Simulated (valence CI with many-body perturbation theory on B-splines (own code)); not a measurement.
# A CI+MBPT run for Er⁶²⁺

Calculated by valence CI with perturbative core correlation (CI+MBPT): four valence electrons over a frozen Dirac-Fock core [He], a basis of 11 s, 11 p, 10 d, 8 f, 5 g, 2 h functions for each j, with the one-electron correlation potential Σ1 (screened to all orders), the two-electron term Σ2, the three-electron term Σ3, Breit, model QED; selected single and double excitations, second order for the rest, scaled by the run's own slope (own B-spline code, finite nucleus).

Command, and the settings that its task file holds:

```sh
python run_cv.py task.json out
```

```
atom Er  Z=68  mass_number=166  rms_radius_fm=5.2516
core [He]
valence 2s2 2p2
avg = 1
basis = M
breit = 1
cap = 32000
capref = 2000
cscale = 1
de = 0.0
dress = 0
eps = 2e-08
extrap = 1
h = 0.27
hh = 1
l2 = 3
lcore = 6
maxit = 60
n2 = 5
natural = 1
nlev = 150
nno = [5, 5, 5, 4, 2, 1]
nroot = 36
nsp = [6, 6, 5, 4, 3, 1]
pt2 = 1
qed = 1
rpa = 1
s1 = 1
s2 = 1
s3 = 1
screen = 1
tol = 2e-05
whole = 1
```

**Question.** Roughly how long does this run take on one core of Arm Neoverse V2, and how much memory?

**Answer.** 2.2 min on 1 thread of Arm Neoverse V2, on a shared host, peak memory 0.95 GiB.

Log. The first blocks belong to the next ion, which gives the ionisation energy. Fields: 2J, parity (1 odd), roots, reference size, generating configurations, candidates as configurations/state functions, variational space P, stored matrix elements, Davidson steps; e2 is the range of second-order energies in hartree. The first line gives the box (bohr), its intervals, the orbitals and the steps of their self-consistent field. Window is the range of levels sought, series limit the energy at which the first omitted orbital would enter, core excitation an estimate of the first excitation out of the core, left out the lowest levels not solved, and shifts from estimates the range by which levels moved from their first estimate, all in cm⁻¹.

```
rmax 2.4 intervals 56 orbitals 83 references ['2s2 2p2', '2s 2p3', '2p4'] scf 2 t 0.5
2J=1 par=1 roots 2 ref 40 generators 2 cand 3202/4609 P 1819/2805 nnz 1.6e+06 it 5
2J=1 par=1 roots 2 ref 40 generators 2 cand 1415/1844 P 2112/3257 nnz 2.2e+06 it 3
   second order: generators 2 cand 1122/1392 e2 -0.00000 -0.00000
reference levels 1204, estimated 822, window 89449541 1/cm; series limit 112873074, core excitation 395228052
2J=0 par=0 roots 19 ref 53 generators 20 cand 26222/43192 P 4274/6399 nnz 2.5e+06 it 5
2J=0 par=0 roots 19 ref 53 generators 22 cand 24519/40556 P 17331/28690 nnz 3.4e+07 it 6
   second order: generators 28 cand 24122/41067 e2 -0.00004 -0.00000
2J=2 par=0 roots 34 ref 124 generators 23 cand 36652/135413 P 2400/7229 nnz 4.6e+06 it 8
2J=2 par=0 roots 34 ref 124 generators 26 cand 38486/142306 P 9004/31998 nnz 5.3e+07 it 7
   second order: generators 30 cand 38401/150411 e2 -0.00311 -0.00081
2J=4 par=0 roots 36 ref 150 generators 21 cand 34042/170620 P 2206/7261 nnz 5.1e+06 it 5
2J=4 par=0 roots 36 ref 150 generators 24 cand 36305/184750 P 7625/31999 nnz 5.9e+07 it 8
   second order: generators 34 cand 49978/274471 e2 -0.00478 -0.00138
2J=4 par=1 roots 34 ref 147 generators 21 cand 34043/170409 P 2122/7252 nnz 5.1e+06 it 5
2J=4 par=1 roots 34 ref 147 generators 24 cand 33547/168340 P 7405/31998 nnz 6e+07 it 7
   second order: generators 30 cand 47769/255832 e2 -0.00438 -0.00122
2J=2 par=1 roots 35 ref 127 generators 25 cand 36726/135545 P 2526/7231 nnz 4.5e+06 it 7
2J=2 par=1 roots 35 ref 127 generators 29 cand 38533/142470 P 9275/31992 nnz 5.3e+07 it 8
   second order: generators 35 cand 42026/168639 e2 -0.00321 -0.00070
2J=6 par=1 roots 20 ref 122 generators 15 cand 32906/188982 P 2217/7222 nnz 5e+06 it 7
2J=6 par=1 roots 20 ref 122 generators 17 cand 32348/186921 P 7344/32000 nnz 6.3e+07 it 7
   second order: generators 22 cand 37028/241454 e2 -0.00317 -0.00157
2J=0 par=1 roots 15 ref 49 generators 16 cand 25187/41269 P 4160/6399 nnz 2.5e+06 it 6
2J=0 par=1 roots 15 ref 49 generators 18 cand 23355/38348 P 16597/27586 nnz 3.2e+07 it 7
   second order: generators 19 cand 14300/23552 e2 -0.00003 -0.00000
2J=6 par=0 roots 21 ref 123 generators 13 cand 32818/188943 P 2173/7225 nnz 5e+06 it 5
2J=6 par=0 roots 21 ref 123 generators 14 cand 32306/186879 P 7032/31997 nnz 6.3e+07 it 7
   second order: generators 18 cand 33245/207682 e2 -0.00351 -0.00147
2J=8 par=1 roots 8 ref 82 generators 8 cand 23360/149122 P 2272/7164 nnz 4.6e+06 it 5
2J=8 par=1 roots 8 ref 82 generators 10 cand 22760/147080 P 7078/31998 nnz 7.1e+07 it 7
   second order: generators 11 cand 22335/156843 e2 -0.00108 -0.00042
2J=8 par=0 roots 9 ref 83 generators 7 cand 22640/148439 P 2257/7166 nnz 4.7e+06 it 4
2J=8 par=0 roots 9 ref 83 generators 7 cand 22031/146392 P 7039/31999 nnz 6.9e+07 it 5
   second order: generators 9 cand 21642/156164 e2 -0.00130 -0.00039
2J=10 par=0 roots 3 ref 46 generators 4 cand 14869/88832 P 1998/6391 nnz 4e+06 it 5
2J=10 par=0 roots 3 ref 46 generators 5 cand 13956/85705 P 6305/28554 nnz 7e+07 it 6
   second order: generators 5 cand 9649/63542 e2 -0.00007 -0.00004
2J=10 par=1 roots 2 ref 45 generators 3 cand 12311/80077 P 1815/6389 nnz 3.8e+06 it 4
2J=10 par=1 roots 2 ref 45 generators 4 cand 16021/107372 P 5630/28383 nnz 7.4e+07 it 5
   second order: generators 5 cand 15824/107343 e2 -0.00011 -0.00006
left out: unestimated 105954271, estimated 94595037, shifts from estimates -90 to 133
operators 0.2
```

The Davidson iterations converged.

No measured spectrum was set against this ion. As an estimate, large intervals hold to a few tenths of a per cent, small ones and those within an open d or f shell to about a per cent. Among the levels kept, up to 920 cm⁻¹ of a level comes from second order outside the variational space, and about a tenth of that is noise between levels of different J, which matters for small intervals.

```yaml
Valence_energy: -2311.89 hartree
Ionisation_energy: "15147 eV (NIST: 15146 ± 15 eV (theoretical))"
Reference_configurations_for_the_orbitals: 2s2 2p2, 2s 2p3, 2p4
Radial_orbitals: 83
Box_radius: 2.37 bohr
Largest_variational_space: 32000
Lowest_levels: (2s^2 2p1/2^2) J=0 0.00, (2s^2 2p1/2 2p3/2) J=1 7702.3, (2s^2 2p1/2 2p3/2) J=2 7846.6, (2s 2p1/2^2 2p3/2) J=2 9828.5, (2s 2p1/2^2 2p3/2) J=1 10468, (2s^2 2p3/2^2) J=2 15707, (2s^2 2p3/2^2) J=0 16157, (2s 2p1/2 2p3/2^2) J=2 [a] 17324, (2s 2p1/2 2p3/2^2) J=3 17666, (2s 2p1/2 2p3/2^2) J=0 18103, (2s 2p1/2 2p3/2^2) J=1 [a] 18267, (2s 2p1/2 2p3/2^2) J=2 [b] 18346, (2s 2p1/2 2p3/2^2) J=1 [b] 18377, (2p1/2^2 2p3/2^2) J=2 20600 × 10³ cm⁻¹
```

Levels are named by their leading jj configuration (3d3/2^4 stands for four electrons in 3d with j = 3/2), which in mixed levels can hold well under half, so a name can repeat and another be missing. Letters in brackets count levels of one name in rising energy.
